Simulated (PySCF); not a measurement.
C6H9O (SMILES O=C1CC[CH]CC1), doublet, geometry from GFN2-xTB, with bond 1-2 at 1.3 times its length; PySCF with PBE0/STO-3G.

The PySCF input:
```python
from pyscf import gto, scf, dft

mol = gto.M(
    atom='''
O    -2.667322    0.187775    0.373561
C    -1.118539    0.078743    0.156653
C    -0.193762    1.266530    0.280114
C     1.069283    1.126461   -0.572151
C     1.786051   -0.125735   -0.250138
C     1.019617   -1.273516    0.279598
C    -0.435094   -1.222260   -0.192042
H    -0.745572    2.175386    0.034013
H     0.089505    1.330912    1.335163
H     1.721873    1.991766   -0.421300
H     0.774488    1.147725   -1.633947
H     2.847327   -0.200447   -0.398771
H     1.480756   -2.217226   -0.027232
H     1.026318   -1.274498    1.381742
H    -1.018054   -2.051230    0.212985
H    -0.462696   -1.304640   -1.282897
''',
    basis='sto-3g',
    charge=0,
    spin=1,
    verbose=4,
)

mf = dft.UKS(mol)
mf.xc = 'pbe0'
mf.diis = False
mf.max_cycle = 100
mf.kernel()
```

Question: Predict the main parts of the log of this PySCF run.

Answer: 
```
PySCF version 2.14.0

[INPUT] verbose = 4
[INPUT] num. atoms = 16
[INPUT] num. electrons = 53
[INPUT] charge = 0
[INPUT] spin (= nelec alpha-beta = 2S) = 1
[INPUT] symmetry False subgroup None
[INPUT] Mole.unit = angstrom
[INPUT] Symbol           X                Y                Z      unit          X                Y                Z       unit  Magmom
[INPUT]  1 O     -2.667322000000   0.187775000000   0.373561000000 AA   -5.040508066027   0.354843323040   0.705927980819 Bohr   0.0
[INPUT]  2 C     -1.118539000000   0.078743000000   0.156653000000 AA   -2.113732369645   0.148802704227   0.296031266591 Bohr   0.0
[INPUT]  3 C     -0.193762000000   1.266530000000   0.280114000000 AA   -0.366157113348   2.393394828545   0.529338743656 Bohr   0.0
[INPUT]  4 C      1.069283000000   1.126461000000  -0.572151000000 AA    2.020652019653   2.128702780004  -1.081208691896 Bohr   0.0
[INPUT]  5 C      1.786051000000  -0.125735000000  -0.250138000000 AA    3.375147234506  -0.237604714272  -0.472692313346 Bohr   0.0
[INPUT]  6 C      1.019617000000  -1.273516000000   0.279598000000 AA    1.926796881951  -2.406596455252   0.528363644976 Bohr   0.0
[INPUT]  7 C     -0.435094000000  -1.222260000000  -0.192042000000 AA   -0.822208498442  -2.309736653011  -0.362906784414 Bohr   0.0
[INPUT]  8 H     -0.745572000000   2.175386000000   0.034013000000 AA   -1.408926886144   4.110883755213   0.064275254675 Bohr   0.0
[INPUT]  9 H      0.089505000000   1.330912000000   1.335163000000 AA    0.169139936779   2.515059175897   2.523092401653 Bohr   0.0
[INPUT] 10 H      1.721873000000   1.991766000000  -0.421300000000 AA    3.253868391283   3.763892244220  -0.796141616279 Bohr   0.0
[INPUT] 11 H      0.774488000000   1.147725000000  -1.633947000000 AA    1.463570206762   2.168885916316  -3.087712332055 Bohr   0.0
[INPUT] 12 H      2.847327000000  -0.200447000000  -0.398771000000 AA    5.380668217079  -0.378789932491  -0.753567976419 Bohr   0.0
[INPUT] 13 H      1.480756000000  -2.217226000000  -0.027232000000 AA    2.798223297306  -4.189949896265  -0.051461021824 Bohr   0.0
[INPUT] 14 H      1.026318000000  -1.274498000000   1.381742000000 AA    1.939459936711  -2.408452166306   2.611113954809 Bohr   0.0
[INPUT] 15 H     -1.018054000000  -2.051230000000   0.212985000000 AA   -1.923843240018  -3.876262918492   0.402483318640 Bohr   0.0
[INPUT] 16 H     -0.462696000000  -1.304640000000  -1.282897000000 AA   -0.874368718932  -2.465412291153  -2.424323976026 Bohr   0.0

nuclear repulsion = 290.435113385118
number of shells = 30
number of NR pGTOs = 132
number of NR cGTOs = 44
basis = sto-3g
ecp = {}

******** <class 'pyscf.dft.uks.UKS'> ********
method = UKS
initial guess = minao
damping factor = 0
level_shift factor = 0
DIIS disabled
SCF conv_tol = 1e-09
SCF conv_tol_grad = None
SCF max_cycles = 100
direct_scf = True
direct_scf_tol = 1e-13
number electrons alpha = 27  beta = 26
XC library pyscf.dft.libxc version 7.1.2
    S. Lehtola, C. Steigemann, M. J. T. Oliveira, and M. A. L. Marques,  SoftwareX 7, 1–5 (2018)
XC functionals = pbe0
    C. Adamo and V. Barone,  J. Chem. Phys. 110, 6158 (1999)
    M. Ernzerhof and G. E. Scuseria,  J. Chem. Phys. 110, 5029 (1999)
radial grids:
    Treutler-Ahlrichs [JCP 102, 346 (1995); DOI:10.1063/1.469408] (M4) radial grids

becke partition: Becke, JCP 88, 2547 (1988); DOI:10.1063/1.454033
pruning grids: <function nwchem_prune>
grids dens level: 3
symmetrized grids: False
atomic radii adjust function: <function treutler_atomic_radii_adjust>
small_rho_cutoff = 0
Set gradient conv threshold to 3.16228e-05
tot grids = 187064
init E= -305.538157989877

cycle= 1 E= -304.621188184038  delta_E= 0.917  |g|= 0.591  |ddm|= 3.61
cycle= 2 E= -300.833760814397  delta_E= 3.79  |g|= 2.01  |ddm|= 3.36
cycle= 3 E= -302.332038025779  delta_E= -1.5  |g|= 1.15  |ddm|= 4.22
cycle= 4 E= -287.454456014881  delta_E= 14.9  |g|= 2.97  |ddm|= 7.73
cycle= 5 E= -282.282699155263  delta_E= 5.17  |g|= 3.06  |ddm|= 10.3
cycle= 6 E= -238.642200119452  delta_E= 43.6  |g|= 2.85  |ddm|= 15.3
cycle= 7 E= -250.797688326514  delta_E= -12.2  |g|= 2.12  |ddm|= 17.7
cycle= 8 E= -237.047304976226  delta_E= 13.8  |g|= 2.24  |ddm|= 17.8
cycle= 9 E= -250.669951358327  delta_E= -13.6  |g|= 2.12  |ddm|= 17.7
cycle= 10 E= -236.866364745836  delta_E= 13.8  |g|= 2.21  |ddm|= 17.7
cycle= 11 E= -250.666470736492  delta_E= -13.8  |g|= 2.12  |ddm|= 17.7
cycle= 12 E= -236.861848006396  delta_E= 13.8  |g|= 2.21  |ddm|= 17.7
cycle= 13 E= -250.666372092632  delta_E= -13.8  |g|= 2.12  |ddm|= 17.7
cycle= 14 E= -236.861409800345  delta_E= 13.8  |g|= 2.21  |ddm|= 17.7
cycle= 15 E= -250.666359806234  delta_E= -13.8  |g|= 2.12  |ddm|= 17.7
cycle= 16 E= -236.861369835147  delta_E= 13.8  |g|= 2.21  |ddm|= 17.7
cycle= 17 E= -250.666358651835  delta_E= -13.8  |g|= 2.12  |ddm|= 17.7
cycle= 18 E= -236.861366344181  delta_E= 13.8  |g|= 2.21  |ddm|= 17.7
cycle= 19 E= -250.666358550394  delta_E= -13.8  |g|= 2.12  |ddm|= 17.7
cycle= 20 E= -236.861366042807  delta_E= 13.8  |g|= 2.21  |ddm|= 17.7
cycle= 21 E= -250.666358541624  delta_E= -13.8  |g|= 2.12  |ddm|= 17.7
cycle= 22 E= -236.86136601687  delta_E= 13.8  |g|= 2.21  |ddm|= 17.7
cycle= 23 E= -250.666358540869  delta_E= -13.8  |g|= 2.12  |ddm|= 17.7
cycle= 24 E= -236.861366014641  delta_E= 13.8  |g|= 2.21  |ddm|= 17.7
cycle= 25 E= -250.666358540803  delta_E= -13.8  |g|= 2.12  |ddm|= 17.7
cycle= 26 E= -236.861366014449  delta_E= 13.8  |g|= 2.21  |ddm|= 17.7
cycle= 27 E= -250.666358540798  delta_E= -13.8  |g|= 2.12  |ddm|= 17.7
cycle= 28 E= -236.861366014432  delta_E= 13.8  |g|= 2.21  |ddm|= 17.7
cycle= 29 E= -250.666358540797  delta_E= -13.8  |g|= 2.12  |ddm|= 17.7
cycle= 30 E= -236.861366014431  delta_E= 13.8  |g|= 2.21  |ddm|= 17.7
cycle= 31 E= -250.666358540797  delta_E= -13.8  |g|= 2.12  |ddm|= 17.7
cycle= 32 E= -236.861366014431  delta_E= 13.8  |g|= 2.21  |ddm|= 17.7
cycle= 33 E= -250.666358540797  delta_E= -13.8  |g|= 2.12  |ddm|= 17.7
cycle= 34 E= -236.861366014431  delta_E= 13.8  |g|= 2.21  |ddm|= 17.7
cycle= 35 E= -250.666358540797  delta_E= -13.8  |g|= 2.12  |ddm|= 17.7
cycle= 36 E= -236.861366014431  delta_E= 13.8  |g|= 2.21  |ddm|= 17.7
cycle= 37 E= -250.666358540797  delta_E= -13.8  |g|= 2.12  |ddm|= 17.7
cycle= 38 E= -236.861366014432  delta_E= 13.8  |g|= 2.21  |ddm|= 17.7
cycle= 39 E= -250.666358540797  delta_E= -13.8  |g|= 2.12  |ddm|= 17.7
cycle= 40 E= -236.861366014431  delta_E= 13.8  |g|= 2.21  |ddm|= 17.7
cycle= 41 E= -250.666358540797  delta_E= -13.8  |g|= 2.12  |ddm|= 17.7
cycle= 42 E= -236.861366014431  delta_E= 13.8  |g|= 2.21  |ddm|= 17.7
cycle= 43 E= -250.666358540797  delta_E= -13.8  |g|= 2.12  |ddm|= 17.7
cycle= 44 E= -236.861366014432  delta_E= 13.8  |g|= 2.21  |ddm|= 17.7
cycle= 45 E= -250.666358540797  delta_E= -13.8  |g|= 2.12  |ddm|= 17.7
cycle= 46 E= -236.861366014431  delta_E= 13.8  |g|= 2.21  |ddm|= 17.7
cycle= 47 E= -250.666358540797  delta_E= -13.8  |g|= 2.12  |ddm|= 17.7
cycle= 48 E= -236.861366014432  delta_E= 13.8  |g|= 2.21  |ddm|= 17.7
cycle= 49 E= -250.666358540797  delta_E= -13.8  |g|= 2.12  |ddm|= 17.7
cycle= 50 E= -236.861366014432  delta_E= 13.8  |g|= 2.21  |ddm|= 17.7
cycle= 51 E= -250.666358540797  delta_E= -13.8  |g|= 2.12  |ddm|= 17.7
cycle= 52 E= -236.861366014432  delta_E= 13.8  |g|= 2.21  |ddm|= 17.7
cycle= 53 E= -250.666358540797  delta_E= -13.8  |g|= 2.12  |ddm|= 17.7
cycle= 54 E= -236.861366014431  delta_E= 13.8  |g|= 2.21  |ddm|= 17.7
cycle= 55 E= -250.666358540797  delta_E= -13.8  |g|= 2.12  |ddm|= 17.7
cycle= 56 E= -236.861366014431  delta_E= 13.8  |g|= 2.21  |ddm|= 17.7
cycle= 57 E= -250.666358540797  delta_E= -13.8  |g|= 2.12  |ddm|= 17.7
cycle= 58 E= -236.861366014432  delta_E= 13.8  |g|= 2.21  |ddm|= 17.7
cycle= 59 E= -250.666358540797  delta_E= -13.8  |g|= 2.12  |ddm|= 17.7
cycle= 60 E= -236.861366014432  delta_E= 13.8  |g|= 2.21  |ddm|= 17.7
cycle= 61 E= -250.666358540797  delta_E= -13.8  |g|= 2.12  |ddm|= 17.7
cycle= 62 E= -236.861366014431  delta_E= 13.8  |g|= 2.21  |ddm|= 17.7
cycle= 63 E= -250.666358540798  delta_E= -13.8  |g|= 2.12  |ddm|= 17.7
cycle= 64 E= -236.861366014432  delta_E= 13.8  |g|= 2.21  |ddm|= 17.7
cycle= 65 E= -250.666358540797  delta_E= -13.8  |g|= 2.12  |ddm|= 17.7
cycle= 66 E= -236.861366014432  delta_E= 13.8  |g|= 2.21  |ddm|= 17.7
cycle= 67 E= -250.666358540797  delta_E= -13.8  |g|= 2.12  |ddm|= 17.7
cycle= 68 E= -236.861366014431  delta_E= 13.8  |g|= 2.21  |ddm|= 17.7
cycle= 69 E= -250.666358540797  delta_E= -13.8  |g|= 2.12  |ddm|= 17.7
cycle= 70 E= -236.861366014432  delta_E= 13.8  |g|= 2.21  |ddm|= 17.7
cycle= 71 E= -250.666358540797  delta_E= -13.8  |g|= 2.12  |ddm|= 17.7
cycle= 72 E= -236.861366014432  delta_E= 13.8  |g|= 2.21  |ddm|= 17.7
cycle= 73 E= -250.666358540797  delta_E= -13.8  |g|= 2.12  |ddm|= 17.7
cycle= 74 E= -236.861366014432  delta_E= 13.8  |g|= 2.21  |ddm|= 17.7
cycle= 75 E= -250.666358540797  delta_E= -13.8  |g|= 2.12  |ddm|= 17.7
cycle= 76 E= -236.861366014432  delta_E= 13.8  |g|= 2.21  |ddm|= 17.7
cycle= 77 E= -250.666358540797  delta_E= -13.8  |g|= 2.12  |ddm|= 17.7
cycle= 78 E= -236.861366014431  delta_E= 13.8  |g|= 2.21  |ddm|= 17.7
cycle= 79 E= -250.666358540797  delta_E= -13.8  |g|= 2.12  |ddm|= 17.7
cycle= 80 E= -236.861366014432  delta_E= 13.8  |g|= 2.21  |ddm|= 17.7
cycle= 81 E= -250.666358540797  delta_E= -13.8  |g|= 2.12  |ddm|= 17.7
cycle= 82 E= -236.861366014431  delta_E= 13.8  |g|= 2.21  |ddm|= 17.7
cycle= 83 E= -250.666358540797  delta_E= -13.8  |g|= 2.12  |ddm|= 17.7
cycle= 84 E= -236.861366014431  delta_E= 13.8  |g|= 2.21  |ddm|= 17.7
cycle= 85 E= -250.666358540797  delta_E= -13.8  |g|= 2.12  |ddm|= 17.7
cycle= 86 E= -236.861366014432  delta_E= 13.8  |g|= 2.21  |ddm|= 17.7
cycle= 87 E= -250.666358540797  delta_E= -13.8  |g|= 2.12  |ddm|= 17.7
cycle= 88 E= -236.861366014431  delta_E= 13.8  |g|= 2.21  |ddm|= 17.7
cycle= 89 E= -250.666358540797  delta_E= -13.8  |g|= 2.12  |ddm|= 17.7
cycle= 90 E= -236.861366014432  delta_E= 13.8  |g|= 2.21  |ddm|= 17.7
cycle= 91 E= -250.666358540797  delta_E= -13.8  |g|= 2.12  |ddm|= 17.7
cycle= 92 E= -236.861366014432  delta_E= 13.8  |g|= 2.21  |ddm|= 17.7
cycle= 93 E= -250.666358540797  delta_E= -13.8  |g|= 2.12  |ddm|= 17.7
cycle= 94 E= -236.861366014432  delta_E= 13.8  |g|= 2.21  |ddm|= 17.7
cycle= 95 E= -250.666358540797  delta_E= -13.8  |g|= 2.12  |ddm|= 17.7
cycle= 96 E= -236.861366014431  delta_E= 13.8  |g|= 2.21  |ddm|= 17.7
cycle= 97 E= -250.666358540797  delta_E= -13.8  |g|= 2.12  |ddm|= 17.7
cycle= 98 E= -236.861366014431  delta_E= 13.8  |g|= 2.21  |ddm|= 17.7
cycle= 99 E= -250.666358540797  delta_E= -13.8  |g|= 2.12  |ddm|= 17.7
cycle= 100 E= -236.861366014431  delta_E= 13.8  |g|= 2.21  |ddm|= 17.7
SCF not converged.
SCF energy = -236.861366014431 after 100 cycles  <S^2> = 0.75165434  2S+1 = 2.0016537
```

The run did not converge; its last values are not results.
